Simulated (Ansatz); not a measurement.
Other settings, tried on the cluster Mo₃⁺.

```yaml
crystal:
  periodic: [false, false, false]
  atoms:
    - {symbol: Mo, position_ang: [0.247899, -1.177061, -0.524997]}
    - {symbol: Mo, position_ang: [0.956589, 0.808067, 0.155082]}
    - {symbol: Mo, position_ang: [-1.204488, 0.368994, 0.369915]}
basis:
  gaussian: {orbitals: def2-mTZVP}
total_charge: 1
magnetization: {spin_polarized: false, initial_magnetization: 1}
hamiltonian: {xc: {name: rPW86-PBE}, dispersion: d4}
scf: {lower_state_search: light}
output: {forces: true}
```

```sh
$ ansatz run in.yaml --threads 4 --pin off --events-out ev --progress --plain --max-ram 3916MiB
```

It prints (some lines left out):

```
Functional definition: rPW86-PBE
885 factors; their error is unknown
mean field evaluation 1: about -5555.7325 eV, gradient 7.2e1 eV
mean field evaluation 2: about -5448.7770 eV, gradient 1.9e2 eV
mean field evaluation 4: about -5568.5071 eV, gradient 2.2e1 eV
mean field evaluation 8: about -5569.5132 eV, gradient 7.0e0 eV
mean field evaluation 16: about -5555.7319 eV, gradient 7.2e1 eV
mean field evaluation 32: about -5505.5808 eV, gradient 1.6e2 eV
mean field evaluation 64: about -5569.5173 eV, gradient 3.0e0 eV
mean field evaluation 96: about -5569.7046 eV, gradient 4.4e-3 eV
mean field evaluation 128: about -5569.1375 eV, gradient 4.1e-1 eV
mean field evaluation 160: about -5568.1446 eV, gradient 1.3e1 eV
mean field evaluation 192: about -5569.5403 eV, gradient 6.2e-1 eV
mean field evaluation 224: about -5569.5877 eV, gradient 5.1e-1 eV
mean field -5569.70455586 eV, -204.6828671467 hartree, gradient 9.8e-6 eV, S^2 0.750000; 14 other end points of the search recorded, 0 dependent functions left out
reference -5569.70465336 eV, -204.6828707294 hartree; 21, 20 occupied and 78, 79 virtual orbitals, 885 factors
Total energy: -5569.86823014 eV, -204.6888820655 hartree
Atom 0 at     0.247899    -1.177061    -0.524997 Å, force     0.534048    -1.888597    -0.867196 eV/Å
Atom 1 at     0.956589     0.808067     0.155082 Å, force     1.396947     1.171022     0.222791 eV/Å
Atom 2 at    -1.204488     0.368994     0.369915 Å, force    -1.930995     0.717575     0.644405 eV/Å
Dipole moment:    -0.030675    -0.025622    -0.004855 e Å
```

Hardware: 4 threads of Arm Neoverse V1 on a shared host. Wall time 50 s.

In the def2 sets Mo takes a core potential; there is no spin–orbit coupling.

With spin_polarized false and unpaired electrons the run is restricted open-shell.

The dipole of an ion depends on the origin.
